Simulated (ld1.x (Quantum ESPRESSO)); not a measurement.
**Before and after: TM potential for copper**

* Element: copper (Cu)
* Generator: ld1.x (Quantum ESPRESSO) 7.5
* Type: norm-conserving Troullier–Martins (Kleinman–Bylander form)
* Functional: PBE
* Relativity: fully relativistic
* Frozen core: [Ar]
* Valence charge: 11
* Reference configuration: 3d9 4s2 4p0
* Partial waves: 4s (bound): rc 2.15 bohr; 4p (bound, empty): rc 3.10 bohr; 3d (bound): rc 1.35 bohr; 4f channel at 0.2 Ry: rc 3.15 bohr
* Local potential: all-electron potential smoothed inside 1.95 bohr (lloc = -1)
* Core correction: Bessel-smoothed model core inside 0.95 bohr

Open shells are filled in proportion to 2j + 1 (rel_dist='average').

Change: wave 3d (bound): rc 1.35 bohr becomes 3d (bound): rc 1.58 bohr.

Cutoffs: the cutoffs (Ry, on a coarse ladder) from which the occupation-weighted sum of valence levels, in a spherical-Bessel basis at the reference potential, stays within 10 and 1 mRy of its value at 400 Ry; they do not see the model core or the augmentation charge, which bear on the density cutoff. Errors are all-electron minus pseudo energies relative to the spin-unpolarised reference configuration.

Task: How do hardness, ghosts and transferability respond?

Result: The potential gets softer (140 Ry and 260 Ry → 120 Ry and 200 Ry); of the 7 tests that both files solve, the error grows in 1 and shrinks in 5 by more than 15 % and 0.3 meV (median size 188.8 → 157.7 meV); neither file shows a bound ghost. A larger radius leaves more room for a smooth pseudo-wave, so fewer plane waves are needed.

```csv
quantity,base,changed
"cutoff, loose",140 Ry,120 Ry
"cutoff, tight",260 Ry,200 Ry
loose cutoff by channel (10 mRy a level),"s 8 Ry, d 120 Ry","s 8 Ry, d 100 Ry"
bound ghosts,none,none
"error for 3d10 4s1 4p0, meV [ΔE -1.97 eV]",-144,-123
"error for 3d10 4s0 4p0, meV [ΔE 6.18 eV]",-246,-200
"error for 3d9 4s0 4p0, meV [ΔE 27.51 eV]",-41,-32
"error for 3d7 4s0 4p0, meV [ΔE 126.24 eV]",-1196,-977
"error for 3d10 4s0.5 4p0, meV [ΔE 1.19 eV]",-189,-158
"error for 3d9 4s1 4p1, meV [ΔE 4.84 eV]",+0.5,+1.1
"error for 3d10 4s0 4p1, meV [ΔE 2.17 eV]",-193,-158
s: phases at 3.41 bohr within 0.05 rad from the reference energy up to (Ry; the scan ends near 5),1.1,1.1
p1/2: phases at 3.41 bohr within 0.05 rad from the reference energy up to (Ry; the scan ends near 5),1.6,1.6
p3/2: phases at 3.41 bohr within 0.05 rad from the reference energy up to (Ry; the scan ends near 5),1.6,1.6
d3/2: phases at 3.41 bohr within 0.05 rad from the reference energy up to (Ry; the scan ends near 5),0.6,0.6
d5/2: phases at 3.41 bohr within 0.05 rad from the reference energy up to (Ry; the scan ends near 5),0.6,0.6
f5/2: phases at 3.41 bohr within 0.05 rad from the reference energy up to (Ry; the scan ends near 5),4.2,4.2
f7/2: phases at 3.41 bohr within 0.05 rad from the reference energy up to (Ry; the scan ends near 5),4.2,4.2
```
